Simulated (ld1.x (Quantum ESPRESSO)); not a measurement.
# Before and after: TM potential for B

B (Z = 5), norm-conserving Troullier–Martins (Kleinman–Bylander form), made with ld1.x (Quantum ESPRESSO) 7.5 (LDA (PZ), scalar-relativistic). Core [He], reference 2s1.75 2p1.25. Waves: 2s (bound): rc 1.10 bohr; 2p (bound): rc 3.15 bohr. Local part: the p channel. Core correction: none.

Change: wave 2p (bound): rc 3.15 bohr becomes 2p (bound): rc 2.54 bohr.

Cutoffs: the cutoffs (Ry, on a coarse ladder) from which the occupation-weighted sum of valence levels, in a spherical-Bessel basis at the reference potential, stays within 10 and 1 mRy of its value at 400 Ry; they do not see the model core or the augmentation charge, which bear on the density cutoff. Errors are all-electron minus pseudo energies relative to the spin-unpolarised reference configuration.

What does the change do?

The potential gets neither clearly harder nor softer (21 Ry and 70 Ry → 21 Ry and 70 Ry); the s channel sets the loose cutoff, while the largest relative change is in p, which becomes harder; of the 9 tests that both files solve, the error grows in 2 and shrinks in 7 by more than 15 % and 0.3 meV (median size 18.4 → 14.7 meV); neither file shows a bound ghost.

| quantity | base | changed |
| --- | --- | --- |
| cutoff, loose | 21 Ry | 21 Ry |
| cutoff, tight | 70 Ry | 70 Ry |
| loose cutoff by channel (10 mRy a level) | s 18 Ry, p 10 Ry | s 18 Ry, p 15 Ry |
| bound ghosts | none | none |
| error for 2s2 2p1, meV [ΔE -1.42 eV] | -0.8 | -0.1 |
| error for 2s2 2p0, meV [ΔE 6.91 eV] | +110 | +54 |
| error for 2s1 2p0, meV [ΔE 32.21 eV] | +384 | +220 |
| error for 2s1 2p2, meV [ΔE 4.27 eV] | -6.9 | -1.0 |
| error for 2s2 2p1.3, meV [ΔE -2.19 eV] | -3.8 | -1.5 |
| error for 2s2 2p0.5, meV [ΔE 1.52 eV] | +18 | +8.7 |
| error for 2s1 2p1, meV [ΔE 12.86 eV] | -33 | -15 |
| error for 2s1.75 2p1.25 (spin-polarised), meV [ΔE -0.56 eV] | +36 | +49 |
| error for 2s2 2p1 (spin-polarised), meV [ΔE -1.65 eV] | +12 | +19 |
